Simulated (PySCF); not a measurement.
Coordinates in bohr (charge 0 multiplicity 3):
```
Al    0.0000    2.6959    0.0000
Al    0.0000   -2.6959    0.0000
Al    4.0015    0.0000    0.0000
Al   -4.0015    0.0000    0.0000
```

Computed with UPBE0 in PySCF with Al def2-TZVP; no relativity; density-fitted integrals.

This geometry of Al₄ is a stationary point at this level.

(1) What is the point group?

(2) Is it a minimum?

(3) Which band is strongest in the infrared?

(4) What are the dipole moment and the gap between the highest occupied and lowest empty levels of either spin?

(5) What is the atomisation energy, with and without zero-point energy?

## Answers

(1) D2h.

(2) Yes: all harmonic wavenumbers are real, though the softest, 50 cm⁻¹, leaves little margin.

(3) 300 cm⁻¹ (b1u), 7 km/mol.

(4) 0.00 D and 1.68 eV.

(5) 580 kJ/mol without, 572 kJ/mol with.

This need not be the most stable arrangement of these atoms.
